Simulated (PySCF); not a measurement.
Molecule: `C=N/C=C\C(=O)O`, C4H5NO2.

Geometry (Å), atoms numbered from 1 in this order:
```xyz
12

C     2.0497   -0.7853   -0.0072
N     1.5019    0.1459   -0.6310
C     0.6423    1.1168   -0.2905
C    -0.6766    0.9675   -0.0454
C    -1.3322   -0.3217    0.0933
O    -0.8144   -1.4168    0.0743
O    -2.6638   -0.1793    0.2756
H     1.9720   -0.9332    1.0692
H     2.6573   -1.4852   -0.5637
H     1.0535    2.1140   -0.4083
H    -1.3172    1.8297    0.0341
H    -3.0712   -1.0531    0.3735
```

Frames of a GFN2-xTB Langevin trajectory at 600 K; GIAO PBE0/pcSseg-1 shieldings in PySCF 2.14, gas phase, non-relativistic; equivalent atoms averaged within each frame.

Chemical shifts δ = σref − σ; TMS for $^{13}$C (σref 186.93), $^{1}$H (σref 31.72); $^{15}$N (σref 267.73) against NH3; $^{17}$O (σref 336.08) vs H2O, all at this level. The references are static minima.

Q: How do the shifts (ppm) fluctuate along the trajectory?

A: 
| time (fs) | C5 | C3 | C1 | C4 | N2 | O6 | O7 | H10 | H12 | H9 |
| --- | --- | --- | --- | --- | --- | --- | --- | --- | --- | --- |
| 250 | 174.8 | 168.4 | 148.2 | 95.7 | 401.9 | 412.5 | 249.2 | 8.53 | 8.19 | 6.79 |
| 425 | 170.5 | 148.1 | 162.5 | 101.7 | 387.2 | 445.2 | 213.6 | 7.75 | 6.56 | 7.82 |
| 625 | 170.2 | 154.3 | 157.9 | 90.3 | 409.6 | 419.8 | 236.8 | 7.51 | 5.40 | 7.25 |
| 800 | 175.4 | 162.2 | 169.1 | 95.9 | 401.1 | 425.1 | 251.9 | 7.73 | 6.85 | 8.25 |
| 1000 | 183.2 | 165.0 | 139.8 | 101.6 | 403.3 | 473.6 | 238.6 | 8.00 | 6.74 | 7.53 |
| mean of frames | 174.8 | 159.6 | 155.5 | 97.0 | 400.6 | 435.2 | 238.0 | 7.91 | 6.75 | 7.53 |
| standard deviation | 5.3 | 8.3 | 11.6 | 4.8 | 8.2 | 24.7 | 15.1 | 0.39 | 0.99 | 0.55 |

5 frames give an uncertainty of the mean of about the standard deviation over 2.2 at best, since frames this close in time may not be independent; classical motion lacks zero-point vibration, and the reference would need the same averaging.
